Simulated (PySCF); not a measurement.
**Which determinant of MgBr⁺ lies lowest?**

Unrestricted PBE0; Mg x2c-SVPall, Br x2c-SVPall; spin-free X2C with a Gaussian nucleus (PySCF 2.14). Outer shells of the fragments: Mg+ 3s1; Br 3d10 4s2 4p5.

Followed along the bond (rough minima from three points):

```tsv
2Ms+1	unpaired	⟨S²⟩ at the start	R at minimum (Å)	Te (eV)
1	none	0.00	2.28	0.00
3	σ ↑, π ↑	2.00	none in the scan	≤ 2.04
```

Solutions found at the starting distance of 2.570 Å, counted from the lowest of them; the search is not exhaustive and high or unbound solutions are not listed, so other states can lie among these:

```tsv
2Ms+1	unpaired	term	E (eV)	⟨S²⟩	⟨Lz²⟩	μ (D)
1	none	¹Σ⁺	0.00	0.00	0.00	-13.11
3	σ ↑, π ↑	³Π	1.79	2.00	1.00	-5.24
1	σ ↓, π ↑	mixed	1.83	1.00	1.00	-5.21
3	σ ↑↑	³Σ⁺	2.89	2.00	0.00	-5.91
3	π ↑↑	mixed	5.00	2.00	2.00	-6.37
1	π ↑↓	mixed	5.12	1.01	2.01	-6.16
3	π ↑↑	mixed	5.12	2.00	2.00	-6.20
3	σ ↑, π ↑	³Π	6.29	2.00	1.00	-6.88
1	π ↑↓	mixed	8.64	1.01	2.01	1.91
```

A term symbol is given only where ⟨S²⟩ and ⟨Lz²⟩ are close to those of a pure state; real π, δ and φ orbitals otherwise mix terms. A positive dipole points towards Br; it is taken about the centre of mass and depends on that origin.

Counting both spins, an empty level lies below a filled one in some of these solutions, because spin and occupation are held.
